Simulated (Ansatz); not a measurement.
The cluster Mg4Te4 (the lowest singlet isomer of a short search). Charge 0, multiplicity 1. Geometry PBE-D4/def2-SVP, basis def2-TZVP, Ansatz.

```xyz
8

Mg   -1.199    0.707   -1.346
Mg    1.230   -1.249   -0.822
Mg   -1.029   -0.911    1.365
Mg    0.998    1.452    0.804
Te    1.468    1.302   -1.952
Te    1.712   -1.012    1.925
Te   -1.424   -2.076   -1.150
Te   -1.756    1.785    1.177
```

| run | HOMO (eV) | LUMO (eV) |
| --- | --- | --- |
| A | -6.02 | -2.83 |
| B | -8.31 | -0.21 |
| C | -6.39 | -2.48 |
| D | -5.50 | -3.09 |
| E | -5.73 | -2.82 |

In the def2 sets Te takes a core potential; there is no spin–orbit coupling. HSE06 is defined as in plane-wave codes, on full-range PBE exchange. The structure comes from a short search, and lower isomers may exist.

Question: The runs used HF, HSE06, PBE, PBE0, r2SCAN. Estimate which is which.

Answer: A HSE06 (range-separated); B HF (100 % exact exchange); C PBE0 (25 % exact exchange); D PBE (0 % exact exchange); E r2SCAN (0 % exact exchange). Exact exchange lowers occupied and raises empty levels; among semilocal functionals meta-GGAs tend to open the gap a little, and such runs are hard to tell apart. The gap grows from 2.41 eV (PBE) to 8.10 eV (HF).
